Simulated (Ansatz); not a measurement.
CH4AlBrO (SMILES C[O][AlH][Br]), singlet, geometry from GFN2-xTB (such geometries of metal compounds can be far from the true shape), atoms displaced at random by about 0.08 Å a coordinate; B3LYP/6-31G, gradient run with Ansatz (a program for electronic structure).

Ansatz was given this input:
Ansatz 0.2 input:
```yaml
crystal:
  periodic: [false, false, false]
  atoms:
    - {symbol: Al, position_ang: [-0.78621609, -0.41006496, -0.22283735]}
    - {symbol: H, position_ang: [-2.08975066, -1.22319071, 0.20268130]}
    - {symbol: Br, position_ang: [0.30593461, 0.55403578, 1.33373192]}
    - {symbol: O, position_ang: [-0.25890712, -0.71676983, -1.87045266]}
    - {symbol: C, position_ang: [0.12136523, -1.00834597, -3.18224713]}
    - {symbol: H, position_ang: [0.92560193, -1.46865938, -3.17460076]}
    - {symbol: H, position_ang: [-0.65416091, -1.42770541, -3.61895371]}
    - {symbol: H, position_ang: [0.31035338, 0.09464303, -3.50079226]}
basis:
  gaussian:
    orbitals: 6-31G
hamiltonian:
  xc: b3lyp
output: {forces: true}
```

Task: Write the output that Ansatz gives for this input, abridged.

Result: 
```
Functional definition: B3LYP
727 factors; integrals over basis functions are off by at most 3.1e-4 eV
mean field evaluation 1: about -79776.4627 eV, gradient 5.4e1 eV
mean field evaluation 2: about -79731.6699 eV, gradient 1.5e2 eV
mean field evaluation 4: about -79782.4567 eV, gradient 8.8e0 eV
mean field evaluation 8: about -79782.7421 eV, gradient 2.6e-1 eV
mean field evaluation 16: about -79782.7422 eV, gradient 9.6e-6 eV
mean field -79782.74223127 eV, -2931.9616983142 hartree, gradient 9.5e-6 eV, S^2 0.000000; 0 other end points of the search recorded, 0 dependent functions left out
the calculation of the forces begins
reference -79782.74247302 eV, -2931.9617071983 hartree; 33, 33 occupied and 35, 35 virtual orbitals, 727 factors
Total energy: -79782.74247302 eV, -2931.9617071983 hartree
Atom 0 at    -0.786216    -0.410065    -0.222837 Å, force    -1.405787    -2.626414    -4.217395 eV/Å
Atom 1 at    -2.089751    -1.223191     0.202681 Å, force    -0.034800     0.242099    -0.012648 eV/Å
Atom 2 at     0.305935     0.554036     1.333732 Å, force     1.872664     1.732588     2.342932 eV/Å
Atom 3 at    -0.258907    -0.716770    -1.870453 Å, force    -1.092681     0.095120     4.338931 eV/Å
Atom 4 at     0.121365    -1.008346    -3.182247 Å, force    -3.636936     9.670626     1.949297 eV/Å
Atom 5 at     0.925602    -1.468659    -3.174601 Å, force     7.910143    -4.910017    -0.377059 eV/Å
Atom 6 at    -0.654161    -1.427705    -3.618954 Å, force    -3.527330    -2.207322    -2.902172 eV/Å
Atom 7 at     0.310353     0.094643    -3.500792 Å, force    -0.085272    -1.996680    -1.121887 eV/Å
Dipole moment:    -0.044787    -0.071292    -0.429423 e Å
```
